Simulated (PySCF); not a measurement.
# Reading the logs of faulty runs: B2FH5N anion

Calculated results; nothing here was measured. The program is PySCF 2.14.0, an open-source quantum chemistry code, run on an isolated molecule that a program drew, which may never have been made. The molecule is B2FH5N anion (charge -1, singlet), drawn as the SMILES string `[BH3-]NBF`.

Each row is a Hartree-Fock (HF) and frozen-core CCSD(T) single point in the aug-cc-pVDZ basis, meant for a local HF minimum. Run 1 is clean. Each other run has one planted mistake out of seven kinds, and not every kind appears here: one electron removed, one electron added, multiplicity raised by two, geometry at a saddle point, minimal basis STO-3G, one bond length entered in bohr, all coordinates scaled. The reference is restricted for singlets and unrestricted otherwise, and also for a bond in bohr. Adding or removing an electron swaps singlet and doublet. Electrons count all cores. HOMO and LUMO are orbital energies over both spins, the gradient is its largest component, and the lowest frequency (negative if imaginary) is given only where the gradient is small. Bond lengths are over the 8 bonds as drawn. T1 is the CCSD diagnostic: over 0.02 (restricted) or 0.045 (unrestricted) a single reference is doubtful.

Geometry of the clean run:
```xyz
9
B2FH5N anion, angstrom
B    -0.9634   -0.7136    0.9179
N    -0.0302   -1.1663   -0.2806
B     0.5449   -0.5108   -1.3305
F     0.3950    0.8350   -1.5623
H    -2.0358   -1.3529    0.8687
H    -0.3987   -0.9759    2.0011
H    -1.1897    0.4959    0.8424
H     0.1852   -2.1425   -0.2667
H     1.2436   -1.0657   -2.1559
```

```
run,electrons,basis functions,<S^2>,HOMO (eV),LUMO (eV),gradient (hartree/bohr),lowest frequency (cm^-1),mean bond (Å),longest bond (Å),T1,HF (hartree),CCSD(T) (hartree),mistake
1,32,137,0.000,-4.59,3.67,1.0e-05,83,1.2838,1.585,0.0141,-206.30305,-206.95751,no fault
2,32,137,2.016,0.43,1.95,9.4e-02,-,1.2838,1.585,0.0498,-206.16674,-206.79202,multiplicity raised by two
3,32,137,0.000,-3.02,3.48,4.4e-02,-,1.4228,2.361,0.0219,-206.21951,-206.87397,one bond length entered in bohr
4,32,137,0.000,-4.65,3.68,2.1e-02,-,1.3121,1.620,0.0147,-206.29945,-206.95795,all coordinates scaled
5,31,137,0.771,-11.42,-1.83,9.3e-02,-,1.2838,1.585,0.0493,-206.18616,-206.81017,one electron removed
6,32,25,0.000,-1.56,15.71,3.5e-02,-,1.2838,1.585,0.0156,-203.43907,-203.64135,?
```

**Which mistake was planted in run 6, and what did it cost?**

It has 25 basis functions where the clean run has 137, with the same electrons and geometry. So the mistake is: minimal basis STO-3G. Subtracting run 1 and multiplying by 627.51 kcal/mol a hartree, the energy moved by 1797.2 kcal/mol in HF and 2080.9 kcal/mol in CCSD(T).

Cautions from the logs. Run 2: T1 is over the limit, so its CCSD(T) energy is less reliable and the HOMO is above zero, so the electron isn't bound and the energy depends on the basis; run 5: T1 is over the limit, so its CCSD(T) energy is less reliable.
